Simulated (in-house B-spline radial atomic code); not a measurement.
Results of a calculation; reference values are marked as such.
## In in an electron gas of r_s = 3.3: phase shifts, screening and friction

A nucleus sits in a uniform electron gas with a rigid positive background. The Kohn-Sham equations are solved self-consistently in the spin-unpolarised LDA (PW92), non-relativistic, on B-splines with outgoing waves at the boundary and partial waves to l = 8. The model has no lattice, no bands and no magnetic solution. Atomic units; δ_l are the phase shifts at the Fermi level, counted so that each bound state adds π, and good to about 0.0005.

The density parameter is r_s = 3.3 bohr.

```csv
l,δ_l (rad)
0,13.6122
1,10.5295
2,6.3368
3,0.0109
4,0.0011
5,0.0000
6,0.0001
7,0.0001
8,0.0001
```

Bound levels below the band bottom (hartree): d -15.85, s -3.78, p -2.514, d -0.4498, s -0.0594 and deeper ones.

Question: Check the Friedel sum rule, and say where the screening charge sits.

Answer: k_F = (9π/4)^(1/3)/r_s = 0.58156. The rule is Z = (2/π) Σ (2l + 1) δ_l. The terms are s 8.666, p 20.110, d 20.171, f 0.049 and 0.009 beyond, in all 49.004 against Z = 49. Bound states hold 10 s, 18 p, 20 d electrons, so the scattering states carry 1.00 in all; where a term is smaller than its bound count, the bound level has drawn weight out of the band.

Question: Find the transport cross section and the electronic stopping of a 1 keV In ion (mass 114.82 u).

Answer: σ_tr = (4π/k_F²) Σ (l + 1) sin²(δ_l − δ_(l+1)). The terms for l = 0 to 3 are 0.0035, 1.5068, 0.0055, 0.0004, all together 1.5161, so σ_tr = 37.155 × 1.5161 = 56.330 bohr². With n = 3/(4π r_s³) = 0.006643, the friction coefficient is Q = n k_F σ_tr = 0.2176. For v well below v_F = 0.582, dE/dx = Q v; with 24801 eV per u at v = 1, v = √(1000/(24801 × 114.82)) = 0.0187, so dE/dx = 0.00408 hartree/bohr = 2.1 eV/nm. The largest term couples the p and d waves.
